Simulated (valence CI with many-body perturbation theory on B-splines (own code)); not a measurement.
## Which ion has this spectrum?

A relativistic CI+MBPT calculation for an atom or ion with 21 electrons gives these levels (eV):

| J | Parity | E | g |
| --- | --- | --- | --- |
| 3/2 | even | 0.000 | 0.50 |
| 5/2 | even | 4.503 | 1.04 |
| 7/2 | even | 7.793 | 1.18 |
| 9/2 | even | 9.737 | 1.20 |
| 3/2 | even | 9.867 | 1.37 |
| 1/2 | even | 11.486 | 2.09 |
| 7/2 | even | 15.443 | 0.95 |
| 9/2 | even | 16.178 | 1.08 |
| 5/2 | even | 16.770 | 1.54 |
| 3/2 | even | 18.906 | 1.17 |
| 1/2 | even | 20.102 | 1.24 |
| 11/2 | even | 21.486 | 1.09 |
| 5/2 | even | 23.091 | 1.21 |
| 9/2 | even | 25.051 | 1.07 |

The energies are calculated, and their last digits are not significant.

Task: Which is it?
A. Ru23+
B. Pd25+
C. Cd27+
D. Ag26+

Result: D. Ag26+, ground level 3d3 4F_3/2.
